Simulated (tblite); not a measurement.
Question: Write Cartesian coordinates for `C1=C[C@H](C2CC2)[SiH2][SiH2]1` as optimised with GFN2-xTB.

Answer: 
```xyz
20
C6H12Si2 angstrom
C      2.0681   -1.1454   -0.6974
C      0.7861   -1.2814   -0.3757
C     -0.0367   -0.2278    0.3099
C     -1.2394    0.0976   -0.5496
C     -2.4694    0.6823    0.0726
C     -2.4917   -0.7222   -0.4531
Si     1.0384    1.3285    0.6921
Si     2.9514    0.4601   -0.2557
H      2.5742   -1.9591   -1.1995
H      0.2434   -2.1902   -0.6221
H     -0.4117   -0.6619    1.2446
H     -0.9711    0.4611   -1.5358
H     -3.0145    1.4421   -0.4665
H     -2.4733    0.8235    1.1431
H     -3.0530   -0.9264   -1.3528
H     -2.5193   -1.5298    0.2638
H      0.4090    2.5010    0.0748
H      1.0133    1.5712    2.1410
H      4.1007    0.1906    0.6186
H      3.4903    1.0969   -1.4653
```

Any rigid rotation of these coordinates is as good. Atoms count from 1 in this order. The 5-membered ring C1–C2–C3–Si7–Si8 has internal angles of 91.6° to 124.5° (sum 540°, against 540° for a flat polygon); it is planar, 0.01 Å rms from its mean plane, widest ring torsion 1°. The 3-membered ring C4–C5–C6 has internal angles of 59.9° to 60.1°. The 6 C–C bonds span 1.329 Å (C1=C2, drawn double) to 1.514 Å (C3–C4, drawn single), a spread of 0.185 Å. Si8 (SiH2 silicon) has angles from 91.6° to 118.7°.

Bonds between heavy atoms (Å): C1=C2 1.329, C2–C3 1.502, C3–C4 1.514, C4–C5 1.497, C5–C6 1.500, C3–Si7 1.930, Si7–Si8 2.305, C1–Si8 1.885, C4–C6 1.500.

The geometry is computed with GFN2-xTB (gas phase).

Point group: C1 (no symmetry element, even within 0.4 Å). Its GFN2-xTB frequencies are all real (lowest 24 cm⁻¹). The numbers are those of one conformer (C2–C3–C4–C5 156°).
